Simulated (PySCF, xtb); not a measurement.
C₅H₇F, SMILES FC1=CCCC1.

xtb with GFN2-xTB at its own geometry gives an orbital gap of 5.04 eV and a dipole moment of 2.40 D.

Coordinates come from a ωB97X-D3(BJ)/def2-SVP optimisation. Other conformers were not sampled.

What does PySCF with PBE/def2-TZVP give? (The exact figures need the calculation; the answer reports its results.)

gap 5.30 eV (levels -5.61 and -0.32 eV), dipole 1.49 D.
